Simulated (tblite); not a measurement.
C6H14P2.
Z-matrix (Å and degrees, GFN2-xTB geometry), rows numbered from 1:
```
C 
P   1  1.8483
C   2  1.8617  1   98.38
C   3  1.5241  2  110.77  1   164.18
P   4  1.8617  3  110.78  2   -73.40
C   5  1.8483  4   98.37  3   164.16
C   5  1.8616  4   97.10  3    64.55
C   7  1.5240  5  110.74  4   -64.59
H   1  1.0886  2  108.93  3  -170.19
H   1  1.0885  2  108.91  3    71.76
H   1  1.0892  2  111.47  3   -49.19
H   3  1.0951  2  109.80  1    41.94
H   3  1.0952  2  107.37  1   -75.54
H   4  1.0951  3  110.44  2    48.50
H   4  1.0951  3  110.10  2   167.99
H   6  1.0892  5  111.47  4   -49.32
H   6  1.0886  5  108.89  4    71.63
H   6  1.0886  5  108.91  4  -170.31
H   7  1.0951  5  109.83  4    57.65
H   7  1.0951  5  107.37  4   175.15
H   8  1.0951  2  107.37  1    75.51
H   8  1.0951  2  109.82  1   -42.00
```

Computed with GFN2-xTB (tblite): harmonic, unscaled wavenumbers at the GFN2-xTB geometry, gas phase. Against measured fundamentals such values can be off by several per cent, at times by over 20. One conformer, not necessarily the lowest.

Harmonic wavenumbers (cm⁻¹): 83.3, 152.5, 160.7, 173.8, 200.3, 206.0, 210.2, 242.7, 302.6, 326.4, 346.3, 432.9, 642.8, 675.6, 676.5, 686.6, 738.4, 739.3, 771.5, 823.8, 844.6, 852.6, 872.9, 875.4, 879.7, 937.4, 1052.7, 1057.8, 1059.6, 1087.7, 1127.8, 1148.8, 1248.6, 1255.5, 1257.4, 1259.7, 1319.1, 1319.6, 1425.8, 1435.6, 1438.5, 1442.3, 1445.2, 1447.3, 1455.6, 1456.2, 2909.5, 2912.6, 2915.6, 2919.7, 2925.3, 2927.3, 2932.1, 2933.7, 2986.0, 2986.4, 3009.5, 3010.0, 3013.2, 3013.8.

A = 3018, B = 905.0, C = 787.6 MHz; mass 148.057 u (most abundant isotopes); point group C2h, symmetry number 2.

Question: Zero-point energy?

Answer: ½Σν̃ = 40495 cm⁻¹ = 484.43 kJ/mol.

Question: Entropy at 400 K, 1 bar (ideal gas, RRHO, classical rotation)?

Answer: Translation 177.29, rotation 120.88, vibration 166.60: S = 464.8 J/(mol K).

Question: And Cp and H(400 K) − H(0)?

Answer: Cp = 225.99 J/(mol K), of which vibrations give 192.73 (their classical limit is 60 R = 498.9); H(400 K) − H(0) = 50.75 kJ/mol without the zero-point energy, 37.44 from vibrations.

Question: What must be added to the electronic energy to get the Gibbs energy at 400 K and 1 bar?

Answer: ZPE + [H(400 K) − H(0)] − T·S = 484.43 + 50.75 − 185.91 = 349.27 kJ/mol.

Question: How do the functions run with temperature in this model?

Answer: 
| T (K) | S (J/(mol K)) | Cp (J/(mol K)) | H − H(0) (kJ/mol) | G − H(0) (kJ/mol) | ln q(vib) |
| --- | --- | --- | --- | --- | --- |
| 150 | 313.1 | 103.7 | 9.59 | -37.37 | 2.03 |
| 250 | 377.1 | 151.7 | 22.31 | -71.95 | 4.63 |
| 298.15 | 405.9 | 176.3 | 30.21 | -90.80 | 5.94 |
| 600 | 571.7 | 301.9 | 104.02 | -239.02 | 14.43 |
| 900 | 709.2 | 375.3 | 206.49 | -431.81 | 22.60 |

q(vib) and H(0) count from the zero-point level.

Hindered rotation and anharmonicity are outside this model. Other conformers, if any are populated, would add a mixing term that is left out.

On an Arm Neoverse V1 with one thread, shared host with 32 logical CPUs at a one-minute load of 18, this took 1.1 s of wall time. This covers the Hessian and the dipole derivatives.
